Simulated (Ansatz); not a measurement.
One geometry of the cluster V2S4, several levels of theory.

```yaml
crystal:
  periodic: [false, false, false]
  atoms:
    - {symbol: V, position_ang: [-0.246190, -0.016786, -0.910121]}
    - {symbol: V, position_ang: [0.506641, -0.571782, 0.552799]}
    - {symbol: S, position_ang: [-1.574416, -1.802918, 0.126266]}
    - {symbol: S, position_ang: [2.156916, 0.486577, -0.925315]}
    - {symbol: S, position_ang: [0.937178, 1.786114, 0.195285]}
    - {symbol: S, position_ang: [-1.780118, 0.118804, 0.961086]}
basis:
  gaussian: {orbitals: def2-TZVP, initial_orbitals: start.molden}
hamiltonian: {xc: r2scan, dispersion: d4}
scf: {omitted_lower_state_checks: [starts]}
output: {orbitals: {seedname: orbitals}}
```

The file start.molden holds the orbitals of an earlier run on this structure, at another level or in another basis.

```sh
$ ansatz run in.yaml --threads 4 --pin off --events-out ev --progress --plain --max-ram 4787MiB
```

Shortened log:

```
Functional definition: r2SCAN
1912 factors; their error is unknown
mean field evaluation 1: about -94717.6273 eV, gradient 1.3e1 eV
mean field evaluation 2: about -94717.7693 eV, gradient 2.6e-1 eV
mean field evaluation 4: about -94717.7445 eV, gradient 1.5e-1 eV
mean field evaluation 8: about -94717.7445 eV, gradient 2.2e-5 eV
mean field -94717.74452907 eV, -3480.8129094501 hartree, gradient 2.2e-5 eV, S^2 0.000000; 0 other end points of the search recorded, 0 dependent functions left out
reference -94717.74454141 eV, -3480.8129099035 hartree; 55, 55 occupied and 183, 183 virtual orbitals, 1912 factors
Total energy: -94717.82214694 eV, -3480.8157618542 hartree
Checks for a lower state left out: starts
```

Run time 3.6 s (4 threads of AMD EPYC 9R45 on a shared host), peak host memory 0.55 GiB.

The first input with `hamiltonian: {xc: {name: LC-wPBE}}` (abridged; 4 s):

```
Functional definition: LC-wPBE
mean field -94696.86366816 eV, -3480.0455519652 hartree, gradient 2.4e-5 eV, S^2 0.000000
Total energy: -94696.86366816 eV, -3480.0455519654 hartree
Checks for a lower state left out: starts
```

First input, but with `correlation: {method: mp2}` and without the key `hamiltonian` (abridged; 27 s):

```
Functional definition: HF
mean field evaluation 16: about -94580.5008 eV, gradient 2.4e-4 eV
mean field -94580.50081239 eV, -3475.7692958894 hartree, gradient 2.8e-6 eV, S^2 0.000000; unrestricted orbitals would lower it
mean field evaluation 32: about -94582.9200 eV, gradient 9.9e-2 eV
unrestricted determinant -94582.95222289 eV, -3475.8593835637 hartree, S^2 2.1843
30 core orbitals not correlated: weight in the atoms' cores, before any rotation towards them, 1.000 or more for the frozen orbitals, at most 0.000 for the correlated occupied ones
second order -47.00009829 eV of doubles, -0.00000000 eV of singles
Total energy: -94627.50091068 eV, -3477.4965176436 hartree
Checks for a lower state left out: starts
```

First input, but with `gaussian: {orbitals: def2-SVP, initial_orbitals: start.molden}`, `hamiltonian: {xc: pbe, dispersion: d4}` (abridged; 0.9 s):

```
Functional definition: PBE
mean field -94670.39398098 eV, -3479.0728089033 hartree, gradient 8.8e-5 eV, S^2 0.000000
Total energy: -94670.76572473 eV, -3479.0864702341 hartree
Checks for a lower state left out: starts
```

As the first input, with `hamiltonian: {xc: pbe, dispersion: d4}`, `output: {forces: true, orbitals: {seedname: orbitals}}` (abridged; 1.9 s):

```
Functional definition: PBE
mean field -94692.57230416 eV, -3479.8878472471 hartree, gradient 2.3e-5 eV, S^2 0.000000
Total energy: -94692.94402407 eV, -3479.9015077016 hartree
Atom 0 force    -1.068987     0.748131    -2.164095 eV/Å
Atom 1 force     1.121194    -0.866389     2.092395 eV/Å
Atom 2 force    -0.058572     0.388872     0.177572 eV/Å
Atom 3 force    -0.237136     0.279445     0.227923 eV/Å
Atom 4 force     0.168393    -0.246480    -0.180070 eV/Å
Atom 5 force     0.075108    -0.303578    -0.153725 eV/Å
Dipole moment:     0.173587    -0.392284    -0.238150 e Å
Checks for a lower state left out: starts
```

As the first input, with `hamiltonian: {xc: {name: r2SCANh}, dispersion: d4}` (abridged; 4.9 s):

```
Functional definition: r2SCANh
mean field -94715.97956722 eV, -3480.7480482986 hartree, gradient 1.4e-5 eV, S^2 0.000000
Total energy: -94716.06764889 eV, -3480.7512852400 hartree
Checks for a lower state left out: starts
```

As the first input, with `gaussian: {orbitals: def2-SVP, initial_orbitals: start.molden}`, `correlation: {method: ccsd_t}` and without the key `hamiltonian` (abridged; 41 s):

```
Functional definition: HF
mean field evaluation 16: about -94558.5883 eV, gradient 2.4e-6 eV
mean field evaluation 32: about -94555.9651 eV, gradient 7.1e-1 eV
mean field evaluation 64: about -94554.7277 eV, gradient 5.4e0 eV
mean field -94558.58830082 eV, -3474.9640259421 hartree, gradient 6.6e-6 eV, S^2 0.000000; 1 other end points of the search recorded, 0 dependent functions left out; unrestricted orbitals would lower it
mean field evaluation 96: about -94560.5176 eV, gradient 4.8e-1 eV
mean field evaluation 128: about -94556.9757 eV, gradient 2.5e0 eV
mean field evaluation 160: about -94557.6798 eV, gradient 1.7e-4 eV
mean field evaluation 192: about -94558.5954 eV, gradient 1.4e-1 eV
mean field evaluation 224: about -94561.0909 eV, gradient 1.5e-3 eV
mean field evaluation 256: about -94559.4689 eV, gradient 9.4e0 eV
determinant -94558.58830082 eV, -3474.9640259421 hartree, with singles and doubles -94595.33062424 eV, -3476.3142814227 hartree
determinant -94557.67975963 eV, -3474.9306376692 hartree, with singles and doubles -94594.89142733 eV, -3476.2981412339 hartree
determinant -94556.03061570 eV, -3474.8700327475 hartree, with singles and doubles -94591.95970069 eV, -3476.1904022671 hartree
determinant -94558.58830082 eV, -3474.9640259421 hartree, with singles and doubles -94595.50045868 eV, -3476.3205227234 hartree
determinant -94557.67975963 eV, -3474.9306376692 hartree, with singles and doubles -94595.05670535 eV, -3476.3042150894 hartree
unrestricted determinant -94561.09087911 eV, -3475.0559939977 hartree, S^2 2.1821
30 core orbitals not correlated: weight in the atoms' cores, before any rotation towards them, 1.000 or more for the frozen orbitals, at most 0.000 for the correlated occupied ones
second order -46.11512117 eV of doubles, -0.00000000 eV of singles
cycle   1  -37.37695923 eV  change   -1.4e-5 eV  update   6.2e-6
perturbative correction -2.90378035 eV, -0.1067119596 hartree
WARN: the results are in doubt because among natural orbitals full CI differs from the method by -0.371 eV
Total energy: -94597.96049922 eV, -3476.4109275456 hartree
In doubt: among natural orbitals full CI differs from the method by -0.371 eV
Checks for a lower state left out: starts
```

Geometry: PBE0-D4/def2-SVP.

LC-ωPBE has ω = 0.4 bohr⁻¹. Correlated methods freeze 30 core orbitals; core or outer-core shells of V are correlated, in sets that lack core-valence functions. The restricted singlet is unstable towards broken spin symmetry in Hartree–Fock (as tested in another run); at r2SCAN-D4/def2-TZVP, LC-ωPBE/def2-TZVP, PBE-D4/def2-SVP, PBE-D4/def2-TZVP and others this wasn't settled. At MP2/def2-TZVP the restricted singlet (for correlated methods, its reference) is unstable: a solution with broken spin symmetry lies lower. At CCSD(T)/def2-SVP the program marks the result for the charge 0 singlet as doubtful (large difference). At CCSD(T)/def2-SVP the stability test found the charge 0 singlet unstable. No other spin state of charge 0 was run. Another isomer (singlet) lies 0.11 eV lower at PBE0-D4/def2-TZVP; other spin states weren't run for this one.
